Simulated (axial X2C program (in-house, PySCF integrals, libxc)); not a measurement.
## Testing model relations on HfN⁺

A bond curve at the PBE0 level, 2c, was computed with an in-house all-electron X2C program for linear molecules (integrals from PySCF) (basis Hf dyall-cv3z [13s14p9d7f4g], N dyall-av3z [7s7p3d2f] (cores contracted in-house)) for the state Ω = 0 (closed shell). Its fit gives Re = 1.6642 Å, ωe = 1064.5 cm⁻¹, ωexe = 4.28 cm⁻¹ and αe = 2.434e-03 cm⁻¹; the masses are 179.9465 and 14.0031 u. Two-component means X2C with spin–orbit coupling and atomic mean-field Coulomb and Gaunt terms.

Problem. Find the reduced mass, Be and the force constant.

Solution. From the PBE0 values: μ = 12.9921 u. Be = 16.8576/(μ Re²) = 0.4685 cm⁻¹. k = 5.8918×10⁻⁷ μ ωe² = 8.67 mdyn/Å.

Problem. Where do the fundamental and the first overtone lie?

Solution. ν(1←0) = ωe − 2ωexe = 1055.9 cm⁻¹; ν(2←0) = 2ωe − 6ωexe = 2103.3 cm⁻¹.

Problem. Give B0, the J = 1←0 line in GHz and the most populated J at 300 K (kT = 208.5 cm⁻¹).

Solution. B0 = Be − αe/2 = 0.4673 cm⁻¹; 2B0 = 28.02 GHz; J(max) ≈ √(kT/2B0) − 1/2 = 14.4, so J = 14.

Problem. A Morse curve ties αe to the other constants (Pekeris). How well does that hold?

Solution. αe(Morse) = 6Be²/ωe × (√(ωexe/Be) − 1) = 2.502e-03 cm⁻¹; the PBE0 curve gives 2.434e-03 cm⁻¹, a ratio of 1.03.

Problem. Estimate the centrifugal constant by the Kratzer relation.

Solution. D = 4Be³/ωe² = 3.63e-07 cm⁻¹.

The state is a single determinant with fixed occupations, the lowest that a limited PBE0 search found.
